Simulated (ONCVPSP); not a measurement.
## What the settings do to the ONCV potential of Zr

Base potential:

ONCVPSP 4.0.1 input, shortened (lines: element, Z, core and valence counts, functional; n l f; lmax; l rc ep ncon nbas qcut; lloc lpopt rc5 dvloc0; l nproj debl; icmod fcfact rcfact), PBE, scalar-relativistic:

```
  Zr 40.00    6    4        4      upf
    1    0    2.00
    2    0    2.00
    2    1    6.00
    3    0    2.00
    3    1    6.00
    3    2   10.00
    4    0    2.00
    4    1    6.00
    4    2    2.00
    5    0    2.00
    2
    0    2.30    0.00    4    8    6.70
    1    2.10    0.00    4    9    6.30
    2    2.05    0.00    4    8    4.30
    2    5    2.05    0.00
    0    2    1.30
    1    2    2.90
    2    0    3.90
    1    0.55    0.00
```

Cutoffs, loose and tight: the cutoffs (Ha) at which the residual kinetic energy of the hardest occupied pseudo-wave falls to 1 and 0.1 mHa per electron. They do not see the model core or the augmentation charge, which bear on the density cutoff. Test errors are all-electron minus pseudo excitation energies from the reference, over the configurations 4s2 4p6 4d2 5s1; 4s2 4p6 4d2 5s0; 4s2 4p6 4d1 5s0; 4s2 4p6 4d3 5s0. A dash means not determined; rows that change the core or the reference have their own tests.

| change | outcome | cutoff, loose | cutoff, tight | bound ghosts | GHOST(+) flags above zero | largest test error (meV) |
| --- | --- | --- | --- | --- | --- | --- |
| base | generated | 29 Ha | 54 Ha | none | s | -10 |
| core correction polynomial model core, fcfact 0.26 | generated | 29 Ha | 54 Ha | none | s | -10 |
| core correction polynomial model core, fcfact 0.35 | generated | 29 Ha | 54 Ha | none | s | -10 |
| p: qcut 9 | generated | 29 Ha | 54 Ha | none | s, p | -11 |
| s: rc 2.12 | generated | 29 Ha | 54 Ha | none | s | -9.0 |

(1) What comes out with this change to the base: functional LDA (Perdew-Zunger)?

(2) What comes out with this change to the base: reference 4s2 4p6 4d1; wave 4s+5s: rc 2.30 bohr, ncon 4, nbas 8, qcut 6.7 1/bohr, 2 projectors becomes 4s: rc 2.30 bohr, ncon 4, nbas 8, qcut 6.7 1/bohr, 2 projectors, debl 1.3 Ha?

## Answers

(1) outcome: generated; cutoff, loose: 30 Ha; cutoff, tight: 54 Ha; bound ghosts: none; GHOST(+) flags above zero: s; largest test error (meV): -11.

(2) outcome: generated, projector energies reset by the program; cutoff, loose: 41 Ha; cutoff, tight: 56 Ha; bound ghosts: none; GHOST(+) flags above zero: s, p; largest test error (meV): -66.
